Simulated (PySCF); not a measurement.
## Tc²⁺ (technetium, charge +2) across methods

[Kr] 4d4 5s1, high-spin 6D determinant (an excited configuration). Calculation: PySCF 2.14, in x2c-TZVPPall with one added diffuse shell each of s, p, d, f type (9s7p7d3f1g, 95 functions); scalar relativity by spin-free X2C-1e.

| method | E (hartree) | mean ε 4p β (eV) | mean ε 4d α (eV) | mean ε 5s α (eV) | Σ⟨r²⟩ (bohr²) | ⟨S²⟩ |
| --- | --- | --- | --- | --- | --- | --- |
| BP86 | -4284.75 | -63.972 | -27.234 | -20.956 | 35.59 | 8.750 |
| PBE0 | -4283.93 | -66.263 | -29.040 | -21.478 | 35.55 | 8.751 |
| PBE | -4283.85 | -63.741 | -27.180 | -20.761 | 35.61 | 8.751 |
| r2SCAN | -4284.25 | -64.587 | -27.711 | -20.983 | 35.57 | 8.751 |
| LC-wPBE | -4283.84 | -68.971 | -31.853 | -23.680 | 35.49 | 8.751 |
| revPBE | -4284.07 | -63.707 | -27.162 | -20.669 | 35.60 | 8.751 |
| LDA | -4279.33 | -64.058 | -27.212 | -21.089 | 35.63 | 8.750 |
| UHF | -4282.10835 | -72.313 | -33.773 | -23.207 | 35.73 | 8.753 |
| CAM-B3LYP | -4284.48 | -67.771 | -30.258 | -22.627 | 35.59 | 8.751 |
